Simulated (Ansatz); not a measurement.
The molecule MgH, multiplicity 2 (the spin of the measured ground state).

D_e counts from the fitted minimum to each atom's lowest state at the same level, without counterpoise.

Correlated levels freeze the inner cores; with def2 sets outer-core shells near the valence are correlated too.

The values were computed with Ansatz (Gaussian orbitals). Each number belongs to the level named beside it.

The comparison value is 31.89 kcal/mol (CCSD(T)/def2-QZVPP). It is a level with limits of its own, not the exact answer.

### Question
Order these levels by how close they come to the comparison value for the bond energy D_e, closest first: BHLYP/def2-TZVPP, CAM-B3LYP/def2-TZVPP, B2PLYP/def2-TZVPP, wB97M-V/def2-TZVPP, B3LYP/def2-TZVPP. Give each level's value less the comparison value.

### Answer
B2PLYP/def2-TZVPP (-0.16 kcal/mol), BHLYP/def2-TZVPP (0.90 kcal/mol), B3LYP/def2-TZVPP (1.28 kcal/mol), CAM-B3LYP/def2-TZVPP (1.75 kcal/mol), wB97M-V/def2-TZVPP (-2.87 kcal/mol)

Ansatz is a first-principles code.
